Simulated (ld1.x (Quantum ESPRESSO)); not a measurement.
**niobium: excitation energies, all-electron against RRKJ**

* Element: niobium
* Generator: ld1.x (Quantum ESPRESSO) 7.5
* Type: norm-conserving RRKJ (Kleinman–Bylander form)
* Functional: PBEsol
* Relativity: scalar-relativistic
* Frozen core: [Ar] 3d10 4s2
* Valence charge: 11
* Reference configuration: 4p6 4d4 5s1 5p0
* Partial waves: 5s (bound): rc 3.20 bohr; 4d (bound): rc 2.45 bohr; 4p (bound): rc 2.00 bohr
* Local potential: the p channel
* Core correction: Bessel-smoothed model core inside 0.95 bohr
* rho0: 0.005

Energies are relative to the spin-unpolarised reference configuration 4p6 4d4 5s1 5p0; without spin polarisation the order of configurations can differ from experiment.

```csv
valence configuration,charge,ΔE all-electron (eV),error AE − PS (meV)
4p6 4d4 5s0 5p0,+1,6.652,-5.7
4p6 4d3 5s0 5p0,+2,20.680,+1.0
4p6 4d4 5s0 5p1,0,2.994,+59
4p6 4d1 5s0 5p0,+4,82.245,+147
4p5 4d4 5s1 5p0,+1,39.729,-177
```

Question: What are ΔE and the potential's error for 4p6 4d3 5s1 5p1?

Answer: ΔE = 2.811 eV all-electron; the error (AE − PS) is +91 meV.

Question: What are ΔE and the potential's error for 4p6 4d2 5s0 5p0?

Answer: ΔE = 45.377 eV all-electron; the error (AE − PS) is +32 meV.

Levels in the configuration 4p6 4d3 5s0 5p0:

```csv
level,all-electron (eV),pseudo (eV)
4p,-51.828,-51.789
4d,-19.079,-19.066
```

Note: ghost state, extra bound levels that the all-electron valence spectrum of the same l lacks: s at -29.5 eV. A true bound ghost makes a file unfit for plane-wave use.
